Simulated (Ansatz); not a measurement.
Species: C2H2N3, charge 0, doublet. C2H2N3 (SMILES [c]1nc[nH]n1, doublet).
B3LYP-D3(BJ)/def2-TZVP minimum from Ansatz (a program for electronic structure):
```
N
H 1 1.0070
C 1 1.3462 2 129.69
N 3 1.3256 1 109.70 2 180.00
C 4 1.3330 3 101.72 1 0.00
N 5 1.3022 4 118.32 3 0.00
H 3 1.0780 4 126.56 5 180.00
```
Charge 0, spin multiplicity 2.

Quantity: atomisation energy (electronic, to ground-state atoms), in kJ/mol. Open shells are spin-unrestricted; no spin-orbit coupling. CBS(X,Y): correlation extrapolated as X^-3, Hartree-Fock from the larger set. A bracket is a step between two methods taken in the basis named. The functionals are non-relativistic, so their misses hold any scalar relativity. '+ core + X2C': CCSD(T) terms for core correlation (cc-pwCVTZ) and scalar relativity (cc-pVTZ-DK). For partners of very few electrons the exact lower level stands in for a higher one. The UHF reference of C2H2N3 ([c]1nc[nH]n1, doublet) is spin-contaminated (<S^2> up to 0.16 over the pure value in the sets run).

CCSD(T)/CBS(cc-pVTZ,cc-pVQZ) + [CCSDT(Q) - CCSD(T)]/cc-pVDZ + core + X2C (Ansatz) gives 2906.9 kJ/mol.

Task: What does PBE/def2-TZVPD (Ansatz) give here, and how do the other levels compare?

Result: PBE gives 3131.8 kJ/mol, 224.9 kJ/mol above it. Differences of the others: PBE0/def2-TZVPD (Ansatz) 71.6; wB97M-V/def2-TZVPD (Ansatz) 28.3; CCSD(T)/CBS(cc-pVTZ,cc-pVQZ) + core + X2C (Ansatz) -6.9 kJ/mol.
